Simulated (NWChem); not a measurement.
BH2SeOCl; SMILES OB(Cl)[SeH]

```xyz
6

B      0.4760     0.5642     0.0000
Cl    -0.6540     1.9323     0.0000
O      1.8057     0.7645     0.0000
H      2.0495     1.6979     0.0000
Se    -0.2642    -1.2310     0.0000
H      1.0572    -1.8774     0.0000
```
Atoms are numbered in this order, from 1.

All runs: NWChem. Pople sets run with spherical d functions. The geometry was optimised at PBE0/def2-SVP. Vzz is the largest principal value of the second derivative of the potential at the nucleus (NWChem prints the opposite sign); η is the asymmetry. Non-relativistic.

**Question.** Predict the results for PBE/6-31G*. Quantities: Vzz B1 (a.u.); η B1; Vzz Cl2 (a.u.); η Cl2; Vzz O3 (a.u.); η O3; Vzz Se5 (a.u.); η Se5.

**Answer.** 
```
Quantity         Value
--------------  ------
Vzz B1 (a.u.)    0.195
η B1              0.64
Vzz Cl2 (a.u.)   2.109
η Cl2             0.26
Vzz O3 (a.u.)    1.233
η O3              0.16
Vzz Se5 (a.u.)  -3.450
η Se5             0.92
```
